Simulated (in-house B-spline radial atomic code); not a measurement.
Orbital energies and mean radii along the 40-electron series, configuration [Kr] 4d4. The effective charge is n√(-2ε), a non-relativistic measure. Computed with an all-electron radial atomic-structure program (B-spline basis): Dirac-Hartree-Fock, average of the configuration, finite nuclei.

```json
{"ion": "Te12+", "Z": "52", "energy of 4p3/2 (Eh)": "-12.919", "mean radius of 4p3/2 (bohr)": "0.77625", "energy of 3d3/2 (Eh)": "-31.456", "mean radius of 3d3/2 (bohr)": "0.29256", "effective charge of 4p3/2": "20.333"}
{"ion": "I13+", "Z": "53", "energy of 4p3/2 (Eh)": "-14.349", "mean radius of 4p3/2 (bohr)": "0.74886", "energy of 3d3/2 (Eh)": "-34.268", "mean radius of 3d3/2 (bohr)": "0.28429", "effective charge of 4p3/2": "21.429"}
{"ion": "Xe14+", "Z": "54", "energy of 4p3/2 (Eh)": "-15.846", "mean radius of 4p3/2 (bohr)": "0.72341", "energy of 3d3/2 (Eh)": "-37.198", "mean radius of 3d3/2 (bohr)": "0.27648", "effective charge of 4p3/2": "22.518"}
{"ion": "Cs15+", "Z": "55", "energy of 4p3/2 (Eh)": "-17.409", "mean radius of 4p3/2 (bohr)": "0.69969", "energy of 3d3/2 (Eh)": "-40.245", "mean radius of 3d3/2 (bohr)": "0.26907", "effective charge of 4p3/2": "23.603"}
{"ion": "Ba16+", "Z": "56", "energy of 4p3/2 (Eh)": "?", "mean radius of 4p3/2 (bohr)": "?", "energy of 3d3/2 (Eh)": "?", "mean radius of 3d3/2 (bohr)": "?", "effective charge of 4p3/2": "?"}
{"ion": "La17+", "Z": "57", "energy of 4p3/2 (Eh)": "-20.732", "mean radius of 4p3/2 (bohr)": "0.65677", "energy of 3d3/2 (Eh)": "-46.688", "mean radius of 3d3/2 (bohr)": "0.25537", "effective charge of 4p3/2": "25.757"}
{"ion": "Ce18+", "Z": "58", "energy of 4p3/2 (Eh)": "-22.493", "mean radius of 4p3/2 (bohr)": "0.63728", "energy of 3d3/2 (Eh)": "-50.084", "mean radius of 3d3/2 (bohr)": "0.24902", "effective charge of 4p3/2": "26.829"}
{"ion": "Pr19+", "Z": "59", "energy of 4p3/2 (Eh)": "?", "mean radius of 4p3/2 (bohr)": "?", "energy of 3d3/2 (Eh)": "?", "mean radius of 3d3/2 (bohr)": "?", "effective charge of 4p3/2": "?"}
{"ion": "Nd20+", "Z": "60", "energy of 4p3/2 (Eh)": "-26.212", "mean radius of 4p3/2 (bohr)": "0.60163", "energy of 3d3/2 (Eh)": "-57.225", "mean radius of 3d3/2 (bohr)": "0.23719", "effective charge of 4p3/2": "28.962"}
{"ion": "Pm21+", "Z": "61", "energy of 4p3/2 (Eh)": "?", "mean radius of 4p3/2 (bohr)": "?", "energy of 3d3/2 (Eh)": "?", "mean radius of 3d3/2 (bohr)": "?", "effective charge of 4p3/2": "?"}
{"ion": "Sm22+", "Z": "62", "energy of 4p3/2 (Eh)": "-30.194", "mean radius of 4p3/2 (bohr)": "0.56982", "energy of 3d3/2 (Eh)": "-64.833", "mean radius of 3d3/2 (bohr)": "0.22641", "effective charge of 4p3/2": "31.084"}
```

(1) Fill in the row of Ba16+.

(2) Fill in the row of Pr19+.

(3) Fill in the row of Pm21+.

(4) How does the screening of 4p3/2 change?

Results:

(1) energy of 4p3/2 (Eh): -19.038; mean radius of 4p3/2 (bohr): 0.67753; energy of 3d3/2 (Eh): -43.408; mean radius of 3d3/2 (bohr): 0.26205; effective charge of 4p3/2: 24.682.

(2) energy of 4p3/2 (Eh): -24.32; mean radius of 4p3/2 (bohr): 0.61893; energy of 3d3/2 (Eh): -53.597; mean radius of 3d3/2 (bohr): 0.24296; effective charge of 4p3/2: 27.897.

(3) energy of 4p3/2 (Eh): -28.17; mean radius of 4p3/2 (bohr): 0.58529; energy of 3d3/2 (Eh): -60.971; mean radius of 3d3/2 (bohr): 0.23168; effective charge of 4p3/2: 30.024.

(4) Z less the effective charge goes from 31.67 at Z = 52 to 30.92 at Z = 62.
